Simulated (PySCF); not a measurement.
Calculated properties of `C#Cc1[n-]c(Cl)nc1C#N`

C6HClN3 (charge -1).
Cartesian coordinates in Å at the GFN2-xTB level; atoms count from 1:
```xyz
11
C6HClN3 angstrom
C     -2.5567   -1.0809    0.4705
C     -1.3991   -0.7889    0.3225
C     -0.0607   -0.4208    0.1407
N      0.9937   -1.2418    0.3676
C      2.0312   -0.4697    0.0652
Cl     3.6296   -1.0645    0.1939
N      1.7942    0.7653   -0.3365
C      0.4295    0.8290   -0.2973
C     -0.3152    1.9487   -0.6383
N     -0.9737    2.8568   -0.9127
H     -3.5674   -1.3306    0.5983
```

Some functional groups and rings: nitrile, alkyne and C–Cl bond.

GFN2-xTB geometry:

```yaml
Point_group_of_the_GFN2-xTB_geometry: Cs
Rotational_constants_A_B_C_of_the_GFN2-xTB_geometry: 2.077, 0.786, 0.570 GHz
```

**PBE0/pcSseg-1 ground state and GIAO shieldings, non-relativistic (PySCF)**

```yaml
HOMO_energy: -2.25 eV
LUMO_energy: 3.01 eV
HOMO–LUMO_gap: 5.26 eV
Lowest_Hirshfeld_atomic_charge: -0.30 e on N10
Highest_Hirshfeld_atomic_charge: +0.07 e on H11
13C_chemical_shifts_computed_TMS_as_zero_by_class: 147.8 (C5), 137.2 (C3), 125.7 (C9), 124.0 (C8), 88.6 (C2), 81.6 (C1) ppm
1H_chemical_shifts_computed_TMS_as_zero_by_class: 2.56 (H11) ppm
Isotropic_shieldings_of_nuclei_other_than_C_and_H_by_class: -43 (N4), -40 (N7), -38 (N10), 777 (Cl6) ppm
Mayer_bond_orders_between_heavy_atoms: C1–C2 2.27, C2–C3 1.00, C3–N4 1.38, N4–C5 1.46, C5–Cl6 0.94, C5–N7 1.50, N7–C8 1.34, C8–C9 1.07, C9–N10 3.02, C8–C3 1.28
```

Monoisotopic mass of the ion (most abundant isotopes, electron mass counted): 149.9864 u.

With B = h/(8π²I), that is 505.379 GHz u Å² over I, the principal moments of inertia are 243.3, 643.2 and 886.5 u Å² (most abundant isotopes); the inertial defect Ic − Ia − Ib is 0.0 u Å² (zero for a rigid planar frame, negative otherwise). The rotational constants make it an asymmetric top with κ = (2B − A − C)/(A − C) = -0.71, nearer the prolate limit (−1).

Geometry: GFN2-xTB; no solvent, vibrations or thermal averaging. No diffuse functions stand in pcSseg-1, which bears on an anion's orbital energies.
